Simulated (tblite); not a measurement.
Species: 2-methoxyfuran, C5H6O2.
SMILES with atom numbers: `[CH3:1][O:2][c:3]1[cH:4][cH:5][cH:6][o:7]1` (hydrogens: H8, H9, H10 on C1; H11 on C4; H12 on C5; H13 on C6)

Computed with GFN2-xTB (tblite), gas phase: Langevin dynamics at 300 K from the optimised GFN2-xTB geometry, time step 0.5 fs, friction 0.01 fs⁻¹, 2000 steps. Over the second half of the run the saved frames average 307 K.

The optimised geometry, where the run starts:
```
atom  x, y, z in Å
C1     -2.286    0.282   -0.143
O2     -1.362   -0.779   -0.001
C3     -0.072   -0.419    0.107
C4      1.025   -1.216    0.256
C5      2.129   -0.325    0.320
C6      1.623    0.927    0.206
O7      0.272    0.880    0.076
H8     -2.252    0.953    0.720
H9     -2.085    0.861   -1.049
H10    -3.266   -0.185   -0.213
H11     1.036   -2.282    0.310
H12     3.159   -0.594    0.435
H13     2.074    1.898    0.202
```

t = 75 fs, T = 208 K, E(pot) 0.312 eV above the start
```
atom  x, y, z in Å  |  force x, y, z in eV/Å
C1     -2.470    0.288    0.050    1.529  -0.251   0.474
O2     -1.448   -0.739   -0.052   -1.430   0.243  -0.015
C3     -0.190   -0.390    0.113    0.417   1.658  -0.438
C4      0.867   -1.170    0.357    1.830  -1.267   0.888
C5      2.028   -0.273    0.426   -2.022  -0.711  -0.429
C6      1.562    0.952    0.098   -0.621  -0.323   0.704
O7      0.212    0.918   -0.063   -0.559  -0.668  -0.085
H8     -2.493    0.692    1.087   -0.023  -0.108  -0.738
H9     -2.299    1.046   -0.705    0.192   0.392   0.110
H10    -3.355   -0.225   -0.207   -1.102  -0.539   0.009
H11     0.829   -2.273    0.573    0.195   1.603  -0.349
H12     2.982   -0.577    0.710    1.088  -0.214   0.076
H13     1.923    1.948    0.179    0.507   0.186  -0.209
```

t = 100 fs, T = 213 K, E(pot) 0.347 eV above the start
```
atom  x, y, z in Å  |  force x, y, z in eV/Å
C1     -2.401    0.289    0.129    0.584  -1.544   1.354
O2     -1.449   -0.786   -0.081   -2.044   0.619  -0.247
C3     -0.225   -0.370    0.072    1.893   1.060   0.057
C4      0.831   -1.135    0.421    1.454   1.395  -0.169
C5      1.986   -0.266    0.385   -0.356  -0.778   0.290
C6      1.533    0.954    0.087   -0.662   0.769  -0.810
O7      0.191    0.952   -0.136   -0.728  -1.602   0.216
H8     -2.224    0.631    1.158   -0.375   0.194  -0.157
H9     -2.215    1.048   -0.555    0.293   1.453  -1.177
H10    -3.394   -0.094    0.003   -0.382  -0.367   0.022
H11     0.888   -2.152    0.619   -0.222  -1.193   0.245
H12     2.992   -0.524    0.621    0.155  -0.148   0.001
H13     1.966    1.877   -0.232    0.389   0.142   0.375
```

t = 150 fs, T = 333 K, E(pot) 0.441 eV above the start
```
atom  x, y, z in Å  |  force x, y, z in eV/Å
C1     -2.413    0.325    0.320   -1.486   1.728   0.304
O2     -1.548   -0.696    0.003    0.362  -1.606  -0.221
C3     -0.232   -0.451    0.116    0.006   2.385  -1.095
C4      0.857   -1.166    0.427    1.038  -0.021   1.170
C5      2.001   -0.283    0.388   -1.447   0.991  -0.386
C6      1.502    0.914   -0.101    0.526  -1.653   0.847
O7      0.184    0.835   -0.272   -1.000  -0.979   0.028
H8     -2.285    0.652    1.380   -0.074  -0.130  -0.526
H9     -2.261    1.217   -0.339   -0.043  -0.480   0.405
H10    -3.500    0.019    0.188    1.410  -0.105   0.072
H11     0.857   -2.136    0.867    0.022  -0.316  -0.127
H12     2.931   -0.449    0.886    0.235  -0.182  -0.516
H13     1.915    1.851   -0.367    0.450   0.368   0.044
```

t = 325 fs, T = 311 K, E(pot) 0.407 eV above the start
```
atom  x, y, z in Å  |  force x, y, z in eV/Å
C1     -2.584    0.419    0.025    0.082   1.034   0.103
O2     -1.805   -0.690    0.470   -1.247   0.604  -0.215
C3     -0.494   -0.500    0.434   -1.431  -1.246   0.817
C4      0.434   -1.359    0.903    0.398  -1.576   0.413
C5      1.666   -0.754    0.537    0.825  -0.579  -0.007
C6      1.333    0.401   -0.053    0.232   2.314  -1.479
O7     -0.043    0.586   -0.090    2.262   1.010  -0.876
H8     -2.276    1.410    0.504   -0.078  -1.230  -0.496
H9     -2.605    0.585   -1.090    0.257  -0.443   0.973
H10    -3.572    0.189    0.391   -0.427  -0.023  -0.125
H11     0.182   -2.342    1.338    0.542   1.006  -0.330
H12     2.707   -1.087    0.591   -0.818  -0.053   0.292
H13     1.916    1.161   -0.628   -0.598  -0.819   0.931
```

t = 500 fs, T = 343 K, E(pot) 0.433 eV above the start
```
atom  x, y, z in Å  |  force x, y, z in eV/Å
C1     -2.777   -0.034    0.528   -1.336   0.256   0.817
O2     -1.869   -0.948    1.029    0.635  -1.637   0.173
C3     -0.589   -0.754    0.744    2.455   0.675  -0.378
C4      0.575   -1.459    1.013   -0.685   2.182  -0.832
C5      1.665   -0.597    0.594   -0.228  -1.677   1.033
C6      1.149    0.539    0.121   -1.944  -0.929   0.062
O7     -0.233    0.422    0.166    0.026   0.772  -0.105
H8     -2.539    0.929    1.050   -0.364  -0.162  -1.252
H9     -2.850   -0.082   -0.593    0.188   0.583   1.060
H10    -3.728   -0.409    0.997    0.429   0.456  -0.709
H11     0.579   -2.410    1.413    0.338  -1.327   0.644
H12     2.688   -0.845    0.783    0.141   0.019  -0.222
H13     1.526    1.371   -0.385    0.345   0.790  -0.290
```

t = 525 fs, T = 350 K, E(pot) 0.443 eV above the start
```
atom  x, y, z in Å  |  force x, y, z in eV/Å
C1     -2.831   -0.075    0.552    0.250  -0.686   0.501
O2     -1.888   -1.010    1.055    1.551  -1.067  -0.024
C3     -0.554   -0.792    0.743   -1.355   1.349   0.334
C4      0.633   -1.427    1.001   -0.900  -0.606   0.127
C5      1.616   -0.521    0.508    1.714  -1.862   0.623
C6      1.002    0.541    0.048   -1.099   3.525  -0.820
O7     -0.345    0.456    0.206    0.506  -1.093   0.083
H8     -2.539    0.888    0.990   -0.316   0.186  -0.854
H9     -2.861   -0.199   -0.558   -0.161   0.718   0.837
H10    -3.767   -0.399    1.043    0.228   0.143  -0.525
H11     0.742   -2.406    1.493    0.016   0.914  -0.596
H12     2.686   -0.644    0.437   -0.214  -0.264   0.287
H13     1.347    1.558   -0.251   -0.221  -1.259   0.027
```

t = 875 fs, T = 334 K, E(pot) 0.282 eV above the start
```
atom  x, y, z in Å  |  force x, y, z in eV/Å
C1     -3.215   -0.990    0.694    0.915   1.046  -0.165
O2     -1.874   -1.097    1.253   -0.715   0.359  -0.521
C3     -0.844   -0.545    0.595   -0.406   0.539  -0.124
C4      0.489   -0.683    0.817    0.006   0.445  -0.420
C5      1.127    0.060   -0.209    1.026  -0.077  -0.440
C6      0.157    0.604   -0.993   -0.296  -0.709   1.335
O7     -1.068    0.286   -0.451    0.240  -0.578  -0.235
H8     -3.767   -0.133    1.138    0.376  -0.586   0.021
H9     -3.268   -0.848   -0.402    0.515  -0.107   0.444
H10    -3.618   -1.938    0.941   -0.816  -0.677   0.316
H11     1.017   -1.164    1.588    0.031  -0.528   0.519
H12     2.229    0.057   -0.312   -1.132   0.296  -0.151
H13     0.087    1.118   -1.904    0.255   0.577  -0.578
```

t = 900 fs, T = 267 K, E(pot) 0.355 eV above the start
```
atom  x, y, z in Å  |  force x, y, z in eV/Å
C1     -3.221   -0.985    0.686    0.756  -0.022   0.782
O2     -1.930   -1.175    1.199    0.138   0.042   1.060
C3     -0.913   -0.507    0.655    0.381  -0.209  -0.445
C4      0.416   -0.756    0.866   -0.083  -1.059   0.593
C5      1.128   -0.094   -0.145   -1.760   1.115  -0.208
C6      0.172    0.593   -0.875    0.429  -0.706   1.208
O7     -1.090    0.341   -0.369    0.847  -0.015  -0.407
H8     -3.657   -0.056    0.911   -0.403   1.548   0.754
H9     -3.167   -1.022   -0.343   -0.135  -0.451  -2.521
H10    -3.812   -1.751    1.105   -0.675  -0.991   0.360
H11     0.799   -1.448    1.612   -0.140   0.410  -0.333
H12     2.174   -0.071   -0.207    0.750   0.089  -0.374
H13     0.268    1.323   -1.630   -0.106   0.247  -0.468
```

t = 950 fs
```
atom  x, y, z in Å
C1     -3.274   -0.829    0.518
O2     -2.079   -1.286    1.097
C3     -0.947   -0.814    0.524
C4      0.394   -1.073    0.748
C5      1.087   -0.108   -0.075
C6      0.106    0.677   -0.638
O7     -1.099    0.196   -0.329
H8     -3.503    0.279    0.546
H9     -3.309   -1.032   -0.597
H10    -4.155   -1.358    1.037
H11     0.711   -1.924    1.394
H12     2.161    0.103   -0.141
H13     0.140    1.529   -1.238
```

Problem. Estimate the potential energy and the forces of this last frame.

Solution. 0.409 eV above the start.

```json
{"atom": "C1", "Fx (eV/Å)": "-1.878", "Fy (eV/Å)": "0.128", "Fz (eV/Å)": "-0.833"}
{"atom": "O2", "Fx (eV/Å)": "0.072", "Fy (eV/Å)": "-0.031", "Fz (eV/Å)": "-0.070"}
{"atom": "C3", "Fx (eV/Å)": "0.477", "Fy (eV/Å)": "-0.044", "Fz (eV/Å)": "0.346"}
{"atom": "C4", "Fx (eV/Å)": "-0.469", "Fy (eV/Å)": "-0.450", "Fz (eV/Å)": "-0.049"}
{"atom": "C5", "Fx (eV/Å)": "-0.261", "Fy (eV/Å)": "0.256", "Fz (eV/Å)": "0.622"}
{"atom": "C6", "Fx (eV/Å)": "1.315", "Fy (eV/Å)": "-1.482", "Fz (eV/Å)": "0.633"}
{"atom": "O7", "Fx (eV/Å)": "-0.810", "Fy (eV/Å)": "0.614", "Fz (eV/Å)": "-0.004"}
{"atom": "H8", "Fx (eV/Å)": "0.708", "Fy (eV/Å)": "-0.878", "Fz (eV/Å)": "0.560"}
{"atom": "H9", "Fx (eV/Å)": "0.050", "Fy (eV/Å)": "-0.254", "Fz (eV/Å)": "1.033"}
{"atom": "H10", "Fx (eV/Å)": "1.456", "Fy (eV/Å)": "0.583", "Fz (eV/Å)": "-0.717"}
{"atom": "H11", "Fx (eV/Å)": "0.038", "Fy (eV/Å)": "1.208", "Fz (eV/Å)": "-0.853"}
{"atom": "H12", "Fx (eV/Å)": "-0.802", "Fy (eV/Å)": "-0.419", "Fz (eV/Å)": "0.091"}
{"atom": "H13", "Fx (eV/Å)": "0.104", "Fy (eV/Å)": "0.771", "Fz (eV/Å)": "-0.760"}
```

The bond farthest from its length at the start is C1–H10 (1.151 against 1.088 Å), and half the difference of its two atoms' forces along it is -1.35 eV/Å (positive lengthens). The largest atomic force is 2.08 eV/Å.

The cost below is that of the whole dynamics run. On an Arm Neoverse V1 with one thread (shared host), this took 8.8 s wall and 0.18 GiB of memory at its peak.
